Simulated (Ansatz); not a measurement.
Job for Ansatz (a first-principles code): R-PBE0/def2-TZVPP on NiC, 2S+1 = 1, a spin state set in the input, which need not be the lowest, a point of a bond scan (R = 1.608 Å).

Ansatz 0.2 input:
```yaml
crystal:
  periodic: [false, false, false]
  atoms:
    - {symbol: Ni, position_ang: [0.00000000, 0.00000000, 0.00000000]}
    - {symbol: C, position_ang: [0.00000000, 0.00000000, 1.60754900]}
basis:
  gaussian:
    orbitals: def2-TZVPP
    pivot_positions_ang: [[0.00000000, 0.00000000, 0.00000000], [0.00000000, 0.00000000, 1.60754900]]
hamiltonian:
  xc: {name: PBE0}
output: {forces: true, orbitals: {seedname: ./end}}
```

It printed:

```
WARN ansatz: RAYON_NUM_THREADS=1 ignored (pool sized by the plan → 1); use --threads N
Functional definition: PBE0
integrals: 0.02 GiB planned
740 factors; their error is unknown
mean field: 0.26 GiB planned
mean field evaluation 1: about -42059.6642 eV, gradient 8.8e1 eV
mean field evaluation 2: about -41583.4037 eV, gradient 5.1e2 eV
mean field evaluation 4: about -42057.2551 eV, gradient 8.3e1 eV
mean field evaluation 8: about -42067.3342 eV, gradient 1.2e0 eV
mean field evaluation 16: about -42067.4443 eV, gradient 7.9e-5 eV
mean field -42067.44431147 eV, -1545.9500641088 hartree, gradient 1.3e-5 eV, S^2 0.000000; 0 other end points of the search recorded, 0 dependent functions left out
the calculation of the forces begins
reference -42067.44433469 eV, -1545.9500649619 hartree; 17, 17 occupied and 78, 78 virtual orbitals, 740 factors
Total energy: -42067.44433469 eV, -1545.9500649619 hartree
Atom 0 at     0.000000     0.000000     0.000000 Å, force     0.000000    -0.000000     0.206319 eV/Å
Atom 1 at     0.000000     0.000000     1.607549 Å, force    -0.000000     0.000000    -0.206319 eV/Å
Dipole moment:     0.000000    -0.000000    -0.495700 e Å
```

The calculation finished and met its thresholds.

Cost: very roughly 2.2 core-seconds.
